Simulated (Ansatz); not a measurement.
`C[SiH2][AlH][F]` + `CNC` → `C[SiH2]N(C)C` + `[F][AlH2]` at 400 K and 1 bar (cleavage of the Si–Al bond).

Isolated molecules relaxed with PBE0-D4/def2-TZVP in Ansatz; ΔE leaves out vibrations. CBS: MP2 limit from def2 TZ/QZ plus the TZ coupled-cluster correction, frozen cores. This one scheme is used for every species. One conformer a species, not always the lowest.

```json
{"species": "`C[SiH2][AlH][F]`", "CCSD(T)/CBS energy (Eh)": "-672.62263", "H − E (kJ/mol)": "199.2", "S (J/(mol·K))": "395.9"}
{"species": "`CNC`", "CCSD(T)/CBS energy (Eh)": "-135.00321", "H − E (kJ/mol)": "264.6", "S (J/(mol·K))": "293.2"}
{"species": "`C[SiH2]N(C)C`", "CCSD(T)/CBS energy (Eh)": "-464.57799", "H − E (kJ/mol)": "396.2", "S (J/(mol·K))": "407.7"}
{"species": "`[F][AlH2]`", "CCSD(T)/CBS energy (Eh)": "-343.06661", "H − E (kJ/mol)": "56.6", "S (J/(mol·K))": "256.1"}
```

H − E and S are ideal-gas, rigid-rotor, harmonic terms from PBE0-D4/def2-TZVP, for one conformer and one mirror image of each species. 1 Eh = 2625.50 kJ/mol, R = 8.31446 J/(mol·K).

Question: By hand: ΔE, ΔH, ΔS and ΔG.

Answer: ΔE = (-464.57799) + (-343.06661) − (-672.62263) − (-135.00321) = -0.01876 Eh = -49.3 kJ/mol. Δ(H − E) = 396.2 + 56.6 − 199.2 − 264.6 = -11.0, so ΔH = -60.3 kJ/mol. ΔS = 407.7 + 256.1 − 395.9 − 293.2 = -25.3 J/(mol·K). ΔG = -60.3 − 400 × (-25.3)/1000 = -50.2 kJ/mol.

Question: By hand: the equilibrium constant, and the temperature at which ΔG would vanish if ΔH and ΔS stayed fixed.

Answer: log₁₀ K = −ΔG/(RT ln 10) = 6.6. ΔG = 0 at ΔH/ΔS = 2383 K.

ΔH outweighs TΔS. A doubt of 5 kJ/mol in ΔE shifts log₁₀ K by 0.7 here. Other conformers and mirror images would add mixing entropy, several J/(mol·K) or more a flexible species. Modes under 60 cm⁻¹, often nearly free rotors, make the harmonic entropy too high. These are equilibria of isolated gas molecules and say nothing of rates. Largest T1 diagnostic: 0.012 (customary marks: 0.02 for closed shells, 0.045 for open ones).
